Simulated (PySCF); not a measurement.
C2H5FSi2, SMILES C#C[Si@@H](F)[SiH3].

The structure is a stationary point at B3LYP-D3(BJ)/def2-SVP. The structure was generated by enumeration; whether it is a known compound was not checked.

All values below come from PySCF with ωB97X/def2-TZVP.

Isolated molecule, no solvent.

```yaml
total_energy: -758.08066 hartree
highest_occupied_level: -10.37 eV
lowest_empty_level: 0.94 eV
orbital_gap: 11.31 eV
dipole_moment: 1.79 D
quadrupole, principal values (traceless, Buckingham form, about the centre of nuclear charge): -7.62, -2.29, 9.90 D·Å
mean_static_polarisability: 74.0 bohr³ (10.96 Å³)
polarisability_principal_values: 58.2, 68.7, 95.1 bohr³
```
